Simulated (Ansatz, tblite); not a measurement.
Spin states of the cluster Be2Te2, each relaxed with PBE0-D4/def2-TZVP in Ansatz. Electronic energies in the gas phase.

In the def2 sets Te takes a core potential; there is no spin–orbit coupling. The xTB rows come from tblite. Correlated methods freeze 8 core orbitals; core or outer-core shells of Te are correlated, in sets that lack core-valence functions. In CCSD on the charge 0 triplet the largest single amplitude is 0.33, so its Hartree–Fock determinant may place the open shell otherwise than the density functionals do. HOMO above LUMO, or a gap near zero within one spin, warns that the state may not be the lowest or that an electron is smeared out. The structure comes from a short search, and lower isomers may exist.

Singlet geometry (D2h within 0.1 Å):

```csv
atom,x (Å),y (Å),z (Å)
Be1,-0.454,0.169,-0.924
Be2,0.454,-0.169,0.924
Te3,-1.803,-0.317,0.828
Te4,1.803,0.317,-0.828
```

Triplet geometry (D2h within 0.1 Å):

Cartesian coordinates in Å:
```
Be -0.9520 0.6776 0.0926
Be 0.9520 -0.6776 -0.0926
Te 0.3077 0.1701 1.9195
Te -0.3077 -0.1701 -1.9195
```

Quintet geometry (C2v within 0.1 Å):

```xyz
4

Be    0.0377    1.1659    0.8992
Be    0.7042   -1.1061   -0.6708
Te   -0.0107    1.0864   -1.5768
Te   -0.7312   -1.1462    1.3484
```

⟨S²⟩: triplet 2.03 at PBE0-D4/def2-TZVP (pure 2.00), quintet 6.01 at PBE0-D4/def2-TZVP (pure 6.00).

Run but left out: BLYP-D4/def2-TZVP (quintet: an occupied level 0.08 eV above an empty one).

Only these spin states were relaxed. The triplet has other bonds than the singlet, so the gap mixes isomer and spin. The quintet has other bonds than the singlet, so the gap mixes isomer and spin.

Q: Estimate which spin state lies lowest at each of these levels, and by how much: GFN1-xTB; GFN2-xTB; HF/def2-TZVP; HF/def2-TZVPP; PBE-D4/def2-TZVP; r2SCAN-D4/def2-TZVP; PBE0-D4/def2-TZVP; r2SCAN0-D4/def2-TZVP; RPA@PBE/def2-TZVP; MP2/def2-TZVPP; CCSD/def2-TZVPP; CCSD(T)/def2-TZVPP.

A: 
| level | triplet − singlet (kJ/mol) | quintet − singlet (kJ/mol) | lowest of these | remarks |
| --- | --- | --- | --- | --- |
| GFN1-xTB | 115.8 | 403.0 | singlet | – |
| GFN2-xTB | 220.0 | 465.1 | singlet | – |
| HF/def2-TZVP | 182.1 | 317.4 | singlet | – |
| HF/def2-TZVPP | 182.1 | 317.4 | singlet | – |
| PBE-D4/def2-TZVP | 154.6 | 467.8 | singlet | gap within one spin near zero (quintet) |
| r2SCAN-D4/def2-TZVP | 157.5 | 454.2 | singlet | – |
| PBE0-D4/def2-TZVP | 173.4 | 463.8 | singlet | – |
| r2SCAN0-D4/def2-TZVP | 171.6 | 449.3 | singlet | – |
| RPA@PBE/def2-TZVP | 159.1 | 425.8 | singlet | – |
| MP2/def2-TZVPP | 229.3 | 497.5 | singlet | – |
| CCSD/def2-TZVPP | 197.3 | 447.9 | singlet | – |
| CCSD(T)/def2-TZVPP | 191.4 | 464.4 | singlet | – |

Change of the quintet − singlet gap on mixing in exact exchange, in kJ/mol: PBE to PBE0 (25 % exact exchange) -4.0; r2SCAN to r2SCAN0 (25 % exact exchange) -5.0. The xTB methods have no spin-polarisation term.
